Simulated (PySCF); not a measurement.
SbCl2, SMILES [Cl][Sb+][Cl] (connectivity only; charge and spin as stated), charge +1, multiplicity 1. Atoms are numbered in the order given.

```xyz
3

Sb     0.0000     0.0000     0.5789
Cl     0.0000     1.7250    -0.8683
Cl     0.0000    -1.7250    -0.8683
```
Charge +1, spin multiplicity 1.

Coordinates come from a PBE0-D3(BJ)/def2-TZVP optimisation. The spin state was assumed, not searched. The isomer is the one that the SMILES or the coordinates give; other isomers of the formula were not compared. The def2 effective core potentials stand for the cores of Sb; spin–orbit coupling is left out.

Method: IEF-PCM-M06-2X/def2-SVP (PySCF).

The values are the electrostatic part of the solvation free energy, E(continuum) − E(gas) at the gas-phase geometry, in a cavity of scaled van der Waals radii (PySCF's table); cavitation and dispersion terms are not included. A continuum can't describe solvent molecules that bind to the metal. In vacuum the orbital gap is 6.83 eV.

Computed values in water (ε = 78.36), methanol (ε = 32.61), 2-propanol (ε = 19.26):
```
solvent         ε  ΔG(elec) (kcal/mol)  gap (eV)
----------  -----  -------------------  --------
water       78.36                -65.8      7.16
methanol    32.61                -64.4      7.15
2-propanol  19.26                -62.9      7.14
```
